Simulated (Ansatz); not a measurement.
Harmonic frequencies (cm⁻¹) at PBE0-D4/def2-TZVP from Ansatz: 62, 308, 410, 430, 444, 532, 598, 658, 666, 730, 772, 850, 851, 942, 994, 1070, 1181, 1181, 1355, 1493, 2172, 2181, 2216, 2224, 3016, 3053, 3621.

Task: Which molecule is it?
A. `C1[SiH2]N[SiH2]1`
B. `C1N[SiH2][SiH2]1`
C. `CN1[SiH2][SiH2]1`
D. `[SiH3]C1N[SiH2]1`

Result: B.
